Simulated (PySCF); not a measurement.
Ge(H)(Cl)2(Me) (CH₄Cl₂Ge), SMILES [Cl][GeH]([CH3])[Cl]. Atoms are numbered in the order given.

```xyz
8

Ge    -0.3721    -0.2862     0.0000
C      0.5521    -1.9813     0.0000
Cl     0.2442     0.8319     1.7454
Cl     0.2442     0.8319    -1.7454
H     -1.9023    -0.3282     0.0000
H      0.2800    -2.5542     0.8987
H      0.2800    -2.5542    -0.8987
H      1.6362    -1.8002     0.0000
```

Geometry optimised at r2SCAN-D4/def2-SVP.

All values below come from ωB97X/def2-TZVP run with PySCF.

Symmetry labels are those of the subgroup Cs that the program uses (full group Cs).

**Question.** List the valence orbital energies around the gap with their symmetry. (Estimate from the structure and the level; the computed values follow.)

**Answer.** 
```csv
orbital,symmetry,energy (eV)
HOMO−7,A",-14.93
HOMO−6,A',-13.37
HOMO−5,A",-13.27
HOMO−4,A',-13.17
HOMO−3,A",-11.74
HOMO−2,A',-11.73
HOMO−1,A",-11.43
HOMO,A',-11.15
LUMO,A',1.70
LUMO+1,A",2.40
LUMO+2,A',2.83
LUMO+3,A',3.45
```
